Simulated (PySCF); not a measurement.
**Gas-phase XPS of `CC(C)S(C)(=O)=O`, computed**

Species: C4H10O2S.
SMILES with atom numbers: `[CH3:1][CH:2]([CH3:3])[S:4]([CH3:5])(=[O:6])=[O:7]`

Method used: PySCF 2.14.0, delta-SCF UKS SCAN, pcX-2 on the ionised atom, pcseg-1 elsewhere, spin-free X2C. These are vertical core ionisation energies against the vacuum level, from separate self-consistent calculations with and without the core hole.

**Question.** Give the core binding energies atom by atom.

**Answer.** 
| atom(s) | bonded to | level | binding energy (eV) | 2p1/2 (eV) | above the level's lowest (eV) | count |
| --- | --- | --- | --- | --- | --- | --- |
| S4 | 2 O (double bond) and 2 C | S 1s | 2482.28 | – | 0.00 | 1 |
| O6/O7 | S (double bond) | O 1s | 537.25 | – | 0.00 | 2 |
| C5 | S and 3 H | C 1s | 291.62 | – | +0.64 | 1 |
| C2 | S, 2 C and H | C 1s | 291.51 | – | +0.53 | 1 |
| C1/C3 | C and 3 H | C 1s | 290.98 | – | 0.00 | 2 |
| S4 | 2 O (double bond) and 2 C | S 2p3/2 | 173.50 | 174.73 | 0.00 | 1 |

The listed C 1s values span 0.64 eV, from C1/C3 (bonded to C and 3 H) to C5 (bonded to S and 3 H). The widest gap between neighbouring values is 0.53 eV, between 290.98 and 291.51 eV. Summing the Pauling electronegativity differences to the bonded atoms, each weighted by its formal bond order, gives -1.05 for the lowest site and -1.02 for the highest; the largest sum, -0.32, belongs to C2, 0.11 eV below the top.

**Question.** Which photon energy gives electrons from S 1s of S4 a kinetic energy of 20 eV, and what is their de Broglie wavelength?

**Answer.** hν = 2482.28 + 20 = 2502.28 eV, recoil neglected; λ = 12.264 Å/√(E/eV) = 2.74 Å.

**Question.** Which effective nuclear charge Zeff reproduces each element's mean 1s value in the hydrogen-like formula E = 13.606 eV × Zeff²?

**Answer.** C (Z = 6): mean 291.3 eV, Zeff = 4.63, Z − Zeff = 1.37; O (Z = 8): mean 537.3 eV, Zeff = 6.28, Z − Zeff = 1.72; S (Z = 16): mean 2482.3 eV, Zeff = 13.51, Z − Zeff = 2.49. Means run over the listed sites, weighted by atom count.

Topologically equivalent atoms share the value of their first member; where this conformer doesn't relate them by symmetry, their own values could differ. The 2p values add to the ΔSCF energy of one spin-free hole a correction within the shell (spin–orbit coupling, ligand field). 2p1/2 minus 2p3/2 (ligand field included): S 1.23 eV. The structure is a single PBE0-D3(BJ)/def2-SVP conformer in the gas phase; no vibrational or solvent corrections.

Conformer computed: `[CH3:1][CH:2]([CH3:3])[S:4]([CH3:5])(=[O:6])=[O:7]`: C1–C2–S4–C5 171°.
